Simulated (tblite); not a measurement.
C$_{6}$H$_{7}$ (SMILES [C]1=CC=CCC1), doublet, at a GFN2-xTB geometry; GFN1-xTB with ALPB(water) (tblite).

Here is a job for tblite.
```
$ tblite run mol.xyz --method gfn1 --charge 0 --spin 1 --alpb water --json tblite.json --no-restart

# file mol.xyz
13

C     -0.01813797    -1.39878154    -0.19521506
C      1.18598868    -0.88585190    -0.22379431
C      1.29500822     0.58193667    -0.19074864
C      0.23653616     1.32016165     0.12562183
C     -1.06969291     0.70173312     0.53224046
C     -1.29073376    -0.67188561    -0.14280019
H      2.09280140    -1.46457223    -0.29379106
H      2.24820824     1.01715164    -0.45123023
H      0.29729860     2.39877404     0.16236090
H     -1.90332260     1.36213403     0.28584194
H     -1.06060451     0.57437613     1.62147787
H     -1.65828887    -0.54390825    -1.16801336
H     -2.04990288    -1.22782979     0.41152943
```

Task: Predict the main parts of the log of this tblite run.

Result: 
```
xTB calculator
 | screened Coulomb repulsion
 | Coulomb electrostatics
 |  * isotropic Klopman-Ohno-Mataga-Nishimoto electrostatics
 |  * onsite third-order electrostatics
 | DFT-D3(BJ) dispersion correction
 | Interactions (3)
 | [1] alpb/gbsa reaction field model
 | [2] cds contribution to solvation
 | [3] empirical free energy shift and standard state/solvent correction

halogen bonding energy    0.0000000000000E+00 Eh
repulsion energy          2.8350972415579E-01 Eh
dispersion energy        -4.9925926260038E-03 Eh
interaction energy        1.0072952525545E-03 Eh
number of electrons       3.1000000000000E+01 e
integral cutoff           1.9731147476801E+01 bohr

------------------------------------------------------------
  cycle        total energy    energy error   density error
------------------------------------------------------------
      1     -16.32185801687  -1.6601382E+01   6.4445211E-01
      2     -16.32452757539  -2.6695585E-03   3.8818567E-01
      3     -16.32404426738   4.8330801E-04   1.9548056E-02
      4     -16.32468783308  -6.4356571E-04   1.4136760E-03
      5     -16.32469117146  -3.3383818E-06   3.1535780E-04
      6     -16.32469129471  -1.2324401E-07   1.0052821E-04
      7     -16.32469130425  -9.5459463E-09   2.7944929E-05
      8     -16.32469130450  -2.4403235E-10   4.2006116E-06
------------------------------------------------------------

electronic energy        -1.6604215731280E+01 Eh
total energy             -1.6324691304498E+01 Eh

Post processing:
 | Mayer-Wiberg bond orders

[Info] JSON dump of results written to 'tblite.json'
```
